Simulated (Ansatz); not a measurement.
`[SiH3][Ge]([Cl])([Cl])[Cl]` + `FC(F)(F)S` → `FC(F)(F)[SiH3]` + `[SH][Ge]([Cl])([Cl])[Cl]` at 400 K and 1 bar (formal exchange of groups at the Si–Ge bond).

Program: Ansatz. Geometries: PBE0-D4/def2-TZVP. ΔE: electronic, gas phase. CBS: MP2 limit from def2 TZ/QZ plus the TZ coupled-cluster correction, frozen cores. For Ge outer-core shells are correlated without core-valence functions, which leaves a few kJ/mol of doubt a bond. Scalar relativity is left out up to krypton. Each species was taken in one conformer, which may not be the lowest.

```
                     species  CCSD(T)/CBS energy (Eh)  H − E (kJ/mol)  S (J/(mol·K))
`[SiH3][Ge]([Cl])([Cl])[Cl]`              -3746.46107           115.7          432.0
                 `FC(F)(F)S`               -735.79424            86.2          330.1
            `FC(F)(F)[SiH3]`               -628.29609           130.4          343.4
  `[SH][Ge]([Cl])([Cl])[Cl]`              -3853.97733            71.0          417.4
```

H − E and S are ideal-gas, rigid-rotor, harmonic terms from PBE0-D4/def2-TZVP, for one conformer and one mirror image of each species. 1 Eh = 2625.50 kJ/mol, R = 8.31446 J/(mol·K).

Problem. By hand: ΔE, ΔH, ΔS and ΔG.

Solution. ΔE = (-628.29609) + (-3853.97733) − (-3746.46107) − (-735.79424) = -0.01811 Eh = -47.5 kJ/mol. Δ(H − E) = 130.4 + 71.0 − 115.7 − 86.2 = -0.5, so ΔH = -48.0 kJ/mol. ΔS = 343.4 + 417.4 − 432.0 − 330.1 = -1.3 J/(mol·K). ΔG = -48.0 − 400 × (-1.3)/1000 = -47.5 kJ/mol.

Problem. By hand: the equilibrium constant, and the temperature at which ΔG would vanish if ΔH and ΔS stayed fixed.

Solution. log₁₀ K = −ΔG/(RT ln 10) = 6.2. ΔG = 0 at ΔH/ΔS = 36923 K, far beyond where these terms or the molecules hold.

The number of gas molecules stays the same, so ΔS is small and ΔH decides. A doubt of 5 kJ/mol in ΔE shifts log₁₀ K by 0.7 here. Other conformers and mirror images would add mixing entropy, several J/(mol·K) or more a flexible species. These are equilibria of isolated gas molecules and say nothing of rates. Largest T1 diagnostic: 0.013 (customary marks: 0.02 for closed shells, 0.045 for open ones).
